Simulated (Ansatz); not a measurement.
Program: Ansatz. Geometries: PBE0-D4/def2-TZVP. ΔE: electronic, gas phase. CBS: MP2 limit from def2 TZ/QZ plus the TZ coupled-cluster correction, frozen cores. This one scheme is used for every species. Double bonds are as drawn, so ΔE can hold a change between cis and trans. DFT in def2-TZVPP. Each species was taken in one conformer, which may not be the lowest.

Reaction (hydrogenolysis of a C–Si bond): `O/C([SiH3])=C/[SiH3]` + H₂ → `O/C=C/[SiH3]` + SiH₄

```
        level  ΔE (eV)
     BHLYP-D4    -0.45
HF/def2-QZVPP    -0.74
```

Q: What does CCSD(T)/CBS give? (An estimate is asked.)

A: Computed: -0.38 eV. The listed levels differ from it by -0.07, -0.36 eV.

Q: What do rigid-rotor, harmonic-oscillator terms from PBE0-D4/def2-TZVP frequencies (298.15 K, 1 bar) make of the CCSD(T)/CBS value? (Best estimate.)

A: The calculation gave: ΔZPE = +0.18 eV, ΔH = -0.24 eV, ΔS = 17 J/(mol·K), ΔG = -0.30 eV.

Largest T1 diagnostic among the species: 0.013.

From BLYP to BHLYP (50 % exact exchange), in def2-TZVPP and without D4, ΔE moves by −0.07 eV. In def2-TZVPP, CCSD(T) changes the Hartree–Fock value by +0.32 eV (the triples alone add +0.07 eV) and MP2 by +0.38 eV. The D4 term adds +0.16 eV with B3LYP and +0.09 eV with PBE0; it sums over pairs of atoms, weighted by their polarisabilities, and B3LYP, whose exchange is more repulsive, gets the larger term.

B3LYP here is the variant with VWN-RPA as its local correlation; programs differ in this.
